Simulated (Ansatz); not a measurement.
C3H10AlN can be A, `NCC[CH2][AlH2]`, or B, `CC(C)[NH][AlH2]`.

Program: Ansatz. Geometries: PBE0-D4/def2-TZVP. ΔE: electronic, gas phase. CCSD(T)/CBS adds triple-zeta CCSD(T) − MP2 to the extrapolated MP2 energy (def2 sets, frozen cores). DFT in def2-TZVPP. Each species was taken in one conformer, which may not be the lowest.

Which is lower in electronic energy at CCSD(T)/CBS, and by how much? (Best estimate.)

The calculation gave: B, by 127.2 kJ/mol.

Give E(B) − E(A) in kJ/mol with PBE-D4, CCSD/def2-TZVPP, ωB97M-V, PBE0-D4, CCSD(T)/def2-TZVPP, r2SCAN-D4, B2PLYP. (An estimate is asked.)

Ansatz gave: PBE-D4 -114.7, CCSD/def2-TZVPP -129.0, ωB97M-V -122.1, PBE0-D4 -116.3, CCSD(T)/def2-TZVPP -128.5, r2SCAN-D4 -123.0, B2PLYP -130.7. None reverses the order clearly.

Largest T1 diagnostic: 0.011.
